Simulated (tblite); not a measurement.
Species: GeH₆NOSi (charge -1).
Bonds: N1–Ge2, Ge2–O3, O3–Si4. Hydrogens: H5, H6 on N1; H7 on Ge2; H8, H9, H10 on Si4.

Computed with GFN2-xTB (tblite), gas phase: L-BFGS steps from a force-field or distance-geometry start until the largest atomic force falls under 0.01 eV/Å.

Geometry at step 11:
```
atom  x, y, z in Å
N1     -2.1388   -0.0855    0.4144
Ge2    -0.7046   -1.1860    1.0613
O3      0.6894   -0.4609   -0.4728
Si4     1.6261    0.6286    0.1418
H5     -2.3419   -0.2389   -0.5647
H6     -1.9175    0.9000    0.5263
H7     -1.0771   -2.6678    0.1477
H8      2.7016    1.1902   -0.7740
H9      2.3073    0.1289    1.3479
H10     0.8645    1.7961    0.6646
```

Problem. Give the atomic forces at this geometry.

Solution. 
| atom | Fx (eV/Å) | Fy (eV/Å) | Fz (eV/Å) |
| --- | --- | --- | --- |
| N1 | -0.193 | -0.206 | 0.103 |
| Ge2 | 0.133 | 0.111 | 0.033 |
| O3 | 0.149 | 0.060 | 0.060 |
| Si4 | 0.005 | 0.151 | -0.094 |
| H5 | 0.088 | 0.081 | -0.048 |
| H6 | 0.053 | -0.128 | -0.088 |
| H7 | -0.219 | 0.016 | -0.169 |
| H8 | -0.444 | -0.285 | 0.161 |
| H9 | 0.322 | 0.014 | 0.142 |
| H10 | 0.108 | 0.187 | -0.100 |

The largest, 0.55 eV/Å, acts on H8; the rms over all components is 0.162 eV/Å. The forces sum to zero within rounding, as they must for an isolated molecule in no field.

Problem. Give the force on H8 in Eh/bohr and in nN.

Solution. 0.552 eV/Å ÷ 51.422 = 0.01073 Eh/bohr, and 0.552 eV/Å × 1.602 = 0.88 nN.

Problem. How far is this geometry from the end of the optimisation?

Solution. 0.287 eV above it, and 0.802 Å rms away after alignment. The bonds farthest from their final lengths, with half the difference of the two atoms' forces along the bond (positive lengthens):

```json
{"bond": "Ge2–H7", "now (Å)": "1.780", "final (Å)": "1.915", "force along bond (eV/Å)": "+0.13"}
{"bond": "Ge2–O3", "now (Å)": "2.196", "final (Å)": "2.069", "force along bond (eV/Å)": "-0.01"}
{"bond": "Si4–H8", "now (Å)": "1.520", "final (Å)": "1.479", "force along bond (eV/Å)": "-0.32"}
{"bond": "Si4–H9", "now (Å)": "1.473", "final (Å)": "1.487", "force along bond (eV/Å)": "+0.19"}
{"bond": "N1–Ge2", "now (Å)": "1.920", "final (Å)": "1.931", "force along bond (eV/Å)": "+0.02"}
{"bond": "Si4–H10", "now (Å)": "1.489", "final (Å)": "1.491", "force along bond (eV/Å)": "-0.01"}
```

The angle farthest from its final value is Ge2–O3–Si4, 109.6° against 147.7°.

Of the 5 listed bonds off by 0.010 Å or more, this force points towards the final length in 5.

Hardware: Arm Neoverse N1, one thread, no GPU, shared host.
